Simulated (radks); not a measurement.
Fractional charge and spin in the 5d shell of thallium: the spin-up occupation runs from 4 to 5 and the spin-down occupation from 4 to 5; the fullest corner is Tl2+, [Xe] 4f14 6s(up 0.5, down 0.5) 5d(up 5, down 5). All-electron calculation, scalar-relativistic Kohn-Sham, r2SCAN, spin-polarised, spherical densities, finite nucleus; meta-GGA in the generalised Kohn-Sham scheme; Fermi nuclear charge, rms radius of each element as measured or else 0.836 A^(1/3) + 0.57 fm. Program: a radial shooting solver on a logarithmic mesh with Libxc functionals. Energy (eV) above the fullest corner. The planes named below are the two flat planes that join the four corners, with an edge along up + down = one added electron.

down \ up       4     4.5       5
4          96.317  66.548  40.495
4.5        66.548  40.733  18.514
5          40.495  18.514   0.000

Corners above the fullest one (they belong to Tl3+ and the next ion): (up 5, down 4) 40.495 eV, (up 4, down 5) 40.495 eV, (up 4, down 4) 96.317 eV. With half an added electron in each spin the energy lies 0.238 eV from the planes, and with half an added electron in spin up alone -1.858 eV. The planes are only a guide here: the flat-plane condition holds for ground states with one frontier orbital, while this shell lies below other occupied shells, so the corners above the fullest one are inner-hole states and not the ground states of those ions.
